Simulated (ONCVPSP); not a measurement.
# Hf, ONCV: configuration errors across variants

```
Element                 : Hf (Z = 72)
Generator               : ONCVPSP 4.0.1
Type                    : optimised norm-conserving Vanderbilt (ONCV)
Functional              : PBEsol
Relativity              : scalar-relativistic
Frozen core             : [Xe] 4f14
Valence charge          : 4
Reference configuration : 5d2 6s2
Partial waves           : 6s: rc 2.85 bohr, ncon 4, nbas 8, qcut 2.1 1/bohr, 2 projectors, debl 1.3 Ha; p scattering state at 0.15 Ha: rc 2.70 bohr, ncon 3, nbas 8, qcut 3.6 1/bohr, 2 projectors, debl 3.8 Ha; 5d: rc 2.50 bohr, ncon 3, nbas 7, qcut 7.2 1/bohr, 3 projectors, debl 3 Ha
Local potential         : polynomial inside 1.85 bohr (lpopt 2, dvloc0 1 Ha)
Core correction         : none
```

In the p channel the program set the typed energies aside and used 0.050, 3.850 Ha.

All-electron excitation energies from the reference (eV): (1) 5d2 6s1 8.009; (2) 5d2 6s0 22.172; (3) 5d2.5 6s1.5 1.255.

2 further variants failed, have other tests or too few solved ones, and are left out.

Errors AE − PS in meV (a dash: test not solved or not reliable):

```csv
change,(1),(2),(3),bound ghosts,GHOST(+) flags above zero
base,-9.9,+8.1,+0.8,none,"s, p"
d: nproj 2,-9.9,+8.1,+0.8,none,"s, p"
s: rc 2.48,-9.5,+11,+0.4,none,"s, p"
```

Question: Give the same row for: s: nbas 7.

Answer: -9.5, +11, +0.5; bound ghosts: none; GHOST(+) flags above zero: s, p.
